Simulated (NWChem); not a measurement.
A series in which one site is exchanged, each optimised at PBE0/def2-SVP with NWChem, gas phase unless a solvent is named. Some are not confirmed as minima by frequencies. def2 effective core potentials on Cd, Te; no spin-orbit coupling.

A: [TeH2] (H2Te; site = Te)
B: [CdH2] (CdH₂; site = Cd)
C: [ZnH2] (ZnH2; site = Zn)
D: [MgH2] (MgH$_{2}$; site = Mg)

```json
[
 {"quantity": "dipole (D), PBE0/def2-SVP", "A": "0.35", "B": "0.00", "C": "0.00", "D": "0.00"},
 {"quantity": "orbital gap (eV), PBE0/def2-SVP", "A": "5.87", "B": "7.06", "C": "[?]", "D": "6.68"},
 {"quantity": "vertical ionisation energy, ΔSCF, PBE/def2-SVP (eV)", "A": "8.91", "B": "10.12", "C": "[?]", "D": "9.43"},
 {"quantity": "lowest singlet excitation, PBE0/def2-SVPD, TDA (eV)", "A": "4.22", "B": "5.73", "C": "[?]", "D": "5.24"}
]
```

Question: Fill in the missing entries.

Answer: 
- orbital gap (eV), PBE0/def2-SVP, C: 8.92
- vertical ionisation energy, ΔSCF, PBE/def2-SVP (eV), C: 10.31
- lowest singlet excitation, PBE0/def2-SVPD, TDA (eV), C: 5.86
